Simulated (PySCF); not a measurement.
**Magnetisability: `C(=C(/C=C)F)/CCl`, C₅H₆ClF**

Geometry:
| atom | x (Å) | y (Å) | z (Å) |
| --- | --- | --- | --- |
| C1 | 2.414 | 0.487 | 0.011 |
| C2 | 1.114 | 0.321 | 0.232 |
| C3 | 0.244 | -0.423 | -0.654 |
| F4 | 0.857 | -0.949 | -1.739 |
| C5 | -1.068 | -0.650 | -0.528 |
| C6 | -1.913 | -0.155 | 0.584 |
| Cl7 | -2.426 | 1.552 | 0.260 |
| H8 | 3.033 | 1.054 | 0.683 |
| H9 | 2.896 | 0.060 | -0.853 |
| H10 | 0.634 | 0.762 | 1.092 |
| H11 | -1.565 | -1.195 | -1.317 |
| H12 | -2.833 | -0.730 | 0.671 |
| H13 | -1.391 | -0.134 | 1.538 |

Computed, not measured: GIAO CAM-B3LYP/pcSseg-1 magnetisability, rotational g tensor and spin-rotation constants, non-relativistic, gas phase in PySCF. Geometry: GFN2-xTB.

(1) How diamagnetic is it, and how anisotropic?

(2) Split it along the inertial axes a, b, c into diamagnetic and paramagnetic parts about the centre of mass, with the quadrupole moment.

(3) And the rotational g tensor?

Results:

(1) Isotropic -1132 × 10⁻³⁰ J/T², or -68.2 × 10⁻⁶ cm³/mol; principal values -1376, -1062, -958 × 10⁻³⁰ J/T², anisotropy 377 × 10⁻³⁰ J/T² (root of half the summed squared differences of the principal values). The susceptibility is in cgs units.

(2) 
| axis | χ (10⁻⁶ cm³/mol) | diamagnetic (10⁻⁶ cm³/mol) | paramagnetic (10⁻⁶ cm³/mol) | summed x² of all electrons (Å²) | quadrupole Θ (D Å) |
| --- | --- | --- | --- | --- | --- |
| a | -67.1 | -398.5 | 331.4 | 227.1 | -3.80 |
| b | -60.3 | -1074.2 | 1013.8 | 67.8 | +4.11 |
| c | -77.1 | -1251.4 | 1174.3 | 26.1 | -0.31 |

Anisotropies 2χaa − χbb − χcc = +3.3 and 2χbb − χaa − χcc = +23.4 × 10⁻⁶ cm³/mol. Θ is traceless in Buckingham's convention.

(3) 
| axis | rotational constant (GHz) | g | nuclear part | electronic part |
| --- | --- | --- | --- | --- |
| a | 3.8929 | -0.0303 | 0.5757 | -0.6061 |
| b | 1.1351 | -0.0149 | 0.5257 | -0.5406 |
| c | 0.9702 | -0.0039 | 0.5313 | -0.5352 |

Asymmetric top; isotopes 12C, 35Cl, 19F, 1H; no vibrational averaging.
